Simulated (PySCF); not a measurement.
Compound: C₉H₆N₂.
SMILES: `N#Cc1cc2ccccn2c1`

Level: CAM-B3LYP/def2-SVPD in PySCF, non-relativistic, on one gas-phase PBE0-D3(BJ)/def2-SVP geometry that isn't relaxed in the solvent. The solvent is an IEF-PCM continuum (Bondi radii, 1.10 Å for H, scaled by 1.2), and excitations are vertical TDDFT with non-equilibrium linear response and a frozen core. Only the electrostatic response of the medium enters.

Gas-phase singlets (H = HOMO, L = LUMO):

| state | E (eV) | λ (nm) | f | leading configurations |
| --- | --- | --- | --- | --- |
| S1 | 3.983 | 311 | 0.055 | H→L 95% |
| S2 | 4.781 | 259 | 0.010 | H→L+1 62%, H-1→L 35% |
| S3 | 5.655 | 219 | 0.469 | H-1→L 41%, H→L+1 28% |
| S4 | 5.729 | 216 | 0.000 | H→L+2 93% |
| S5 | 6.040 | 205 | 0.330 | H→L+3 42%, H-1→L+1 31% |

Problem. Give the list for acetone (ε = 20.49), n² = 1.85.

Solution. 
```json
{"state": "S1", "E (eV)": "3.986", "λ (nm)": "311", "f": "0.081", "leading configurations": "H→L 96%", "change by rank (eV)": "+0.003"}
{"state": "S2", "E (eV)": "4.746", "λ (nm)": "261", "f": "0.042", "leading configurations": "H→L+1 74%, H-1→L 22%", "change by rank (eV)": "-0.035"}
{"state": "S3", "E (eV)": "5.505", "λ (nm)": "225", "f": "0.501", "leading configurations": "H-1→L 50%, H→L+3 25%", "change by rank (eV)": "-0.150"}
{"state": "S4", "E (eV)": "5.740", "λ (nm)": "216", "f": "0.000", "leading configurations": "H→L+2 92%", "change by rank (eV)": "+0.011"}
{"state": "S5", "E (eV)": "5.942", "λ (nm)": "209", "f": "1.077", "leading configurations": "H→L+3 69%, H-1→L 23%", "change by rank (eV)": "-0.098"}
```

Problem. Give the list for dimethylsulfoxide (ε = 46.83), n² = 2.19.

Solution. 
```tsv
state	E (eV)	λ (nm)	f	leading configurations	change by rank (eV)
S1	3.977	312	0.087	H→L 96%	-0.006
S2	4.736	262	0.049	H→L+1 75%, H-1→L 21%	-0.045
S3	5.483	226	0.569	H-1→L 54%, H→L+3 22%	-0.172
S4	5.733	216	0.000	H→L+2 92%	+0.004
S5	5.903	210	1.069	H→L+3 72%, H-1→L 21%	-0.137
```

Problem. How do the frontier levels move from gas to dimethylsulfoxide?

Solution. 
```csv
orbital,gas (eV),solvent (eV),change (eV)
LUMO+2,1.04,1.40,+0.36
LUMO+1,0.38,0.57,+0.19
LUMO,-0.52,-0.28,+0.24
HOMO,-7.35,-7.07,+0.28
HOMO-1,-8.49,-8.41,+0.08
HOMO-2,-10.55,-10.36,+0.19
HOMO-3,-10.86,-10.95,-0.09
```

The HOMO–LUMO gap goes from 6.83 to 6.79 eV. Rows go by rank; for HOMO-3, HOMO-2 and LUMO+2 the atom shares or the degeneracy differ between the runs, so the row needn't follow one orbital.
